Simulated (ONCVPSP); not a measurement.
## Before and after: ONCV potential for lead (Pb)

- Element: Pb
- Generator: ONCVPSP 4.0.1
- Type: optimised norm-conserving Vanderbilt (ONCV)
- Functional: LDA (Perdew-Wang 92)
- Relativity: fully relativistic
- Frozen core: [Xe] 4f14 5d10
- Valence charge: 4
- Reference configuration: 6s2 6p2
- Partial waves: 6s: rc 2.10 bohr, ncon 4, nbas 7, qcut 3.1 1/bohr, 3 projectors, debl 3 Ha; 6p: rc 2.75 bohr, ncon 4, nbas 9, qcut 2.7 1/bohr, 2 projectors, debl 2.6 Ha; d scattering state at 0.23 Ha: rc 2.60 bohr, ncon 4, nbas 8, qcut 3.7 1/bohr, 2 projectors, debl 2 Ha
- Local potential: polynomial inside 2.10 bohr (lpopt 5, dvloc0 4 Ha)
- Core correction: Teter function, fcfact 3.5, rcfact 1.65

Open shells are filled in proportion to 2j + 1.

All-electron outer shells of the reference configuration (LDA (PZ), scalar-relativistic, ld1.x):

```
shell  level (eV)  outermost node (bohr)  outermost maximum (bohr)
   5p      -85.96                   0.49                      0.88
   5d      -21.29                   0.52                      1.07
   6s      -12.32                   1.01                      1.95
   6p       -3.71                   1.18                      2.63
```

Change: s: debl 0.7.

Cutoffs: the cutoffs (Ha) at which the residual kinetic energy of the hardest occupied pseudo-wave falls to 1 and 0.1 mHa per electron; they do not see the model core or the augmentation charge, which bear on the density cutoff. Errors are all-electron minus pseudo energies relative to the spin-unpolarised reference configuration.

Predict the effect on cutoff, ghosts and configuration errors.

The potential gets neither clearly harder nor softer (15 Ha and 25 Ha → 15 Ha and 25 Ha); a bound ghost appears in s, which as a rule spoils a file; the errors of the 4 common tests hardly move; the range in which the s phases agree narrows (upper end at the end of the scan → 3.6).

| quantity | base | changed |
| --- | --- | --- |
| cutoff, loose | 15 Ha | 15 Ha |
| cutoff, tight | 25 Ha | 25 Ha |
| bound ghosts | none | s |
| GHOST(+) flags under 300 eV | d5/2 at 6.7 eV, d3/2 at 10.6 eV, s at 231.8 eV, p1/2 at 251.3 eV | d5/2 at 6.7 eV, d3/2 at 10.6 eV, s at 134.2 eV, p1/2 at 251.3 eV |
| error for 6s2 6p1, meV [ΔE 6.95 eV] | -62 | -62 |
| error for 6s2 6p0, meV [ΔE 20.87 eV] | -370 | -370 |
| error for 6s1 6p0, meV [ΔE 53.74 eV] | -1026 | -1026 |
| error for 6s1 6p2, meV [ΔE 16.37 eV] | -75 | -75 |
| s: phases at 2.13 bohr within 0.05 rad from the reference energy up to (Ha; the scan ends near 5) | to the end of the scan | 3.6 |
| p3/2: phases at 2.79 bohr within 0.05 rad from the reference energy up to (Ha; the scan ends near 5) | 4.5 | 4.5 |
| p1/2: phases at 2.79 bohr within 0.05 rad from the reference energy up to (Ha; the scan ends near 5) | 1.9 | 1.9 |
| d5/2: phases at 2.63 bohr within 0.05 rad from the reference energy up to (Ha; the scan ends near 5) | 0.3 | 0.3 |
| d3/2: phases at 2.63 bohr within 0.05 rad from the reference energy up to (Ha; the scan ends near 5) | 0.3 | 0.3 |
| rms error of d²Exc/dni dnj with the model core, mHa | 2.71 | 2.71 |

Base: The cutoffs count occupied waves only; projector 3 of the s channel, the hardest unoccupied one, needs 47 Ha at the loose tolerance. Changed file: The cutoffs count occupied waves only; projector 2 of the d channel, the hardest unoccupied one, needs 44 Ha at the loose tolerance. A true bound ghost makes a file unfit for plane-wave use even where its test errors are small: the radial tests pick states by their node count and pass the ghost by.
